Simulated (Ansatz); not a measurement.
Two isomers of CH4FSeSi: A = `C[Si](F)[SeH]`•, B = `C[Se][SiH]F`•.

Program: Ansatz. Geometries: PBE0-D4/def2-TZVP. ΔE: electronic, gas phase. CCSD(T)/CBS is the MP2 limit (def2-TZVPP, def2-QZVPP) plus CCSD(T) − MP2 in def2-TZVPP, frozen cores. Functionals use def2-TZVPP. B3LYP here is the variant with VWN-RPA as its local correlation; programs differ in this. No spin–orbit coupling; open shells (•) take unrestricted orbitals. For Se outer-core shells are correlated without core-valence functions, which leaves a few kJ/mol of doubt a bond. Scalar relativity is left out up to krypton. Each species was taken in one conformer, which may not be the lowest.

A:

```xyz
8

C    -0.325   -1.229   -0.123
Si    0.564    0.388   -0.398
F     1.934    0.346    0.444
Se   -0.799    2.056    0.346
H    -1.273   -1.240   -0.665
H     0.289   -2.061   -0.473
H    -0.523   -1.370    0.943
H     0.134    3.110   -0.073
```

B:

```xyz
8

C    -0.2747    1.3695    0.3628
Se   -1.1754   -0.1208   -0.5357
Si    0.5903   -1.5051   -0.7161
F     1.1772   -1.9472    0.7144
H     0.1401    1.0369    1.3112
H     0.5024    1.7760   -0.2802
H    -1.0402    2.1228    0.5392
H     0.0803   -2.7321   -1.3955
```

Q: Which is lower in electronic energy at CCSD(T)/CBS, and by how much? (Best estimate.)

A: Ansatz gave: A, by 13.0 kcal/mol.

Q: Give E(B) − E(A) in kcal/mol with B3LYP-D4, CCSD(T)/def2-TZVPP, B3LYP, ωB97M-V, CCSD/def2-TZVPP, BLYP-D4, r2SCAN-D4. (An estimate is asked.)

A: Ansatz gave: B3LYP-D4 12.5, CCSD(T)/def2-TZVPP 12.5, B3LYP 12.5, ωB97M-V 13.5, CCSD/def2-TZVPP 12.8, BLYP-D4 11.7, r2SCAN-D4 13.8. None reverses the order clearly.

Q: Does the order hold for the free energy at 298.15 K (harmonic terms from PBE0-D4)? (Estimate.)

A: The calculation gave: Yes: G(B) − G(A) = +13.5 kcal/mol, for one conformer each.

Largest T1 diagnostic: 0.013.

From BLYP to BHLYP (50 % exact exchange), in def2-TZVPP and without D4, E(B) − E(A) moves by +1.3 kcal/mol. Leaving LDA and LC-ωPBE aside and taking each functional with its dispersion term where it has one, the values, not all of them listed here, spread over 2.3 kcal/mol, from BLYP-D4 to r2SCAN0-D4. LDA lies +1.6 kcal/mol from PBE without D4.
